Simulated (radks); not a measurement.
Task: Species: Pr. Configuration: [Xe] 4f3 6s2. Method: scalar-relativistic Kohn-Sham, r2SCAN, spin-polarised, spherical densities, finite nucleus; open shells are filled with parallel spins first (spin-orbit coupling, left out, can overturn this in heavy ions); meta-GGA in the generalised Kohn-Sham scheme; Fermi nuclear charge, rms radius 4.8919 fm; computed with a radial shooting solver on a logarithmic mesh with Libxc functionals. Some entries of the table are withheld. Estimate them.

| orbital | occ. | eigenvalue (Ry) | <1/r> (bohr^-1) |
|---|---|---|---|
| 1s up | 1 | -3078.143 | 64.68 |
| 1s down | 1 | -3078.143 | 64.68 |
| 2s down | 1 | -496.6269 | 14.94 |
| 2s up | 1 | -496.6254 | 14.94 |
| 2p down | 3 | -444.1262 | 14.11 |
| 2p up | 3 | -444.1253 | 14.11 |
| 3s up | 1 | -107.7016 | 5.446 |
| 3s down | 1 | -107.6359 | 5.449 |
| 3p up | 3 | -90.97883 | 5.145 |
| 3p down | 3 | -90.91285 | 5.147 |
| 3d up | 5 | -67.51263 | 4.873 |
| 3d down | 5 | -67.46046 | 4.875 |
| 4s up | 1 | -21.71523 | 2.260 |
| 4s down | 1 | -21.52075 | 2.261 |
| 4p up | 3 | -16.22530 | 2.084 |
| 4p down | 3 | -16.02551 | 2.085 |
| 4d up | 5 | -8.34750 | 1.817 |
| 4d down | 5 | -8.14005 | 1.818 |
| 5s up | 1 | -3.00592 | 0.8756 |
| 5s down | 1 | -2.88406 | 0.8616 |
| 5p up | 3 | (1) | 0.7433 |
| 5p down | 3 | (2) | 0.7292 |
| 6s up | 1 | -0.26498 | (3) |
| 6s down | 1 | -0.24852 | (4) |
| 4f up | 3 | -0.12991 | 1.191 |

Result: 
(1) 5p up eigenvalue (Ry): -1.67168
(2) 5p down eigenvalue (Ry): -1.57963
(3) 6s up <1/r> (bohr^-1): 0.2754
(4) 6s down <1/r> (bohr^-1): 0.2640
